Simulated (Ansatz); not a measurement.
Frontier orbitals of CHBBrFO, SMILES `FC1(Br)BO1`.

```json
{"atom": "F1", "x (Å)": "1.4619", "y (Å)": "0.4340", "z (Å)": "-0.8295"}
{"atom": "C2", "x (Å)": "0.4795", "y (Å)": "0.2230", "z (Å)": "0.0521"}
{"atom": "Br3", "x (Å)": "0.9784", "y (Å)": "0.8978", "z (Å)": "1.7662"}
{"atom": "B4", "x (Å)": "-0.7159", "y (Å)": "-0.6462", "z (Å)": "-0.2256"}
{"atom": "O5", "x (Å)": "-0.7921", "y (Å)": "0.6832", "z (Å)": "-0.4230"}
{"atom": "H6", "x (Å)": "-1.4119", "y (Å)": "-1.5918", "z (Å)": "-0.3401"}
```

Charge 0, multiplicity 1. Correlated methods include outer-core shells of Br, which these sets cover unevenly. Scalar relativity is left out up to krypton. All single points use the PBE0-D4/def2-TZVP geometry. Basis def2-TZVPP, Ansatz.

```
             functional  HOMO (eV)  LUMO (eV)  gap (eV)
            LDA (SPW92)      -7.03      -2.80      4.23
                    PBE      -6.84      -2.49      4.35
                 r2SCAN      -7.12      -2.18      4.94
                 B97M-V      -7.19      -2.17      5.02
                   PBE0      -8.17      -1.48      6.69
                  B3LYP      -7.95      -1.72      6.23
HSE06 (plane-wave form)      -7.77      -1.86      5.91
              CAM-B3LYP      -9.56      -0.35      9.21
                ωB97X-V     -10.53       0.80     11.33
                ωB97M-V     -10.40       0.57     10.97
                     HF     -11.22       2.00     13.22
```

A quarter of exact exchange (PBE0) shifts PBE's HOMO by −1.32 eV and its LUMO by +1.01 eV; full exchange at long range (ωB97M-V) shifts them by −3.56 and +3.06 eV. The gap opens from 4.35 to 10.98 eV, since occupied levels lose self-interaction and empty ones feel all the electrons. A positive LUMO is unbound and depends on the basis.

B3LYP here is the variant with VWN-RPA as its local correlation; programs differ in this.
